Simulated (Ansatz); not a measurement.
Cartesian coordinates in Å:
```
C 0.970 0.212 -1.046
C 0.502 -0.024 0.363
F 1.072 0.919 1.185
Si -1.388 -0.042 0.637
Br 1.145 -1.789 0.972
H 2.060 0.175 -1.096
H 0.559 -0.541 -1.719
H 0.634 1.200 -1.372
H -1.663 -0.290 2.070
H -1.923 1.284 0.226
H -1.968 -1.105 -0.219
```

Charge 0, multiplicity 1.

(1) List the r2SCAN/def2-TZVPP orbital energies in eV (Ansatz). (Estimate.)

Results:

(1) Computed: Occupied: -13121.96, -1791.31, -1695.18, -1525.96, -1525.87, -1525.87, -666.75, -276.78, -273.61, -234.83, -175.13, -174.82, -174.81, -141.80, -96.67, -96.65, -96.64, -68.94, -68.87, -68.86, -68.63, -68.63, -32.34, -21.43, -19.43, -16.32, -14.39, -12.75, -12.39, -12.00, -10.66, -10.43, -9.44, -9.13, -8.83, -8.11, -7.38, -6.97. Lowest empty: -1.30, 0.07, 0.32, 0.85, 1.45, 1.87, 2.21, 2.71.
